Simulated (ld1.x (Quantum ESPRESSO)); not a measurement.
Building the TM semilocal potential for germanium (PBEsol, non-relativistic).

Ge (Z = 32), norm-conserving Troullier–Martins (semilocal form), made with ld1.x (Quantum ESPRESSO) 7.5 (PBEsol, non-relativistic). Core [Ar] 3d10, reference 4s1 4p3. Waves: 4s (bound): rc 1.55 bohr; 4p (bound): rc 1.95 bohr. Local part: the p channel. Core correction: a·sin(br)/r model core, default radius (core density twice the valence density).

All-electron outer shells of the reference configuration (PBEsol, non-relativistic, ld1.x):

| shell | level (eV) | outermost node (bohr) | outermost maximum (bohr) |
| --- | --- | --- | --- |
| 3d | -31.81 | – | 0.50 |
| 4s | -12.31 | 0.78 | 1.75 |
| 4p | -4.59 | 0.83 | 2.19 |

What the tests gave:

```
Cutoffs needed           : 18 Ry and 40 Ry (the cutoffs (Ry, on a coarse ladder) from which the occupation-weighted sum of valence levels, in a spherical-Bessel basis at the reference potential, stays within 10 and 1 mRy of its value at 400 Ry)
Ghost test               : no extra level below or beside the all-electron valence levels (s, p tested); the semilocal form is local in each channel, so this says nothing of the separable form that plane-wave codes build from it (spherical-Bessel basis up to 400 Ry, 20 bohr box)
Largest excitation error : -17 meV (all-electron minus pseudo) for 4s2 4p0, out of 7 test configurations
```

Generation and tests took about 2.2 s on one core of a shared server CPU.
